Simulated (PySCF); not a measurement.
Computed shifts of a molecule C2H10O2Si2, PBE/pcSseg-1 (PySCF), GIAO, gas phase, atoms alike by connectivity averaged where their shifts nearly agree, in ppm (number of nuclei): ²⁹Si: -7.0 (1), -8.2 (1). ¹³C: 14.0 (2). ¹H: 5.52 (1), 5.35 (1), 5.24 (1), 5.10 (1), 1.39 (1), 1.33 (1), 1.10 (1), 1.02 (1), 0.57 (2). References: ¹⁷O against H2O (σ = 334.3 ppm); ²⁹Si against TMS (σ = 335.4 ppm); ¹³C against TMS (σ = 182.0 ppm); ¹H against TMS (σ = 31.49 ppm), references at their B3LYP-D3(BJ)/def2-TZVP geometries, non-relativistic. Geometry optimised at PBE0-D3(BJ)/def2-SVP. Other conformers were not sampled.

### Question
Which molecule gave these data?
A) C[Si@@H](O)CO[SiH3]
B) C[Si](C)(O)O[SiH3]
C) O[SiH2]CC[SiH2]O
D) CO[SiH2][SiH2]CO

### Answer
C, O[SiH2]CC[SiH2]O
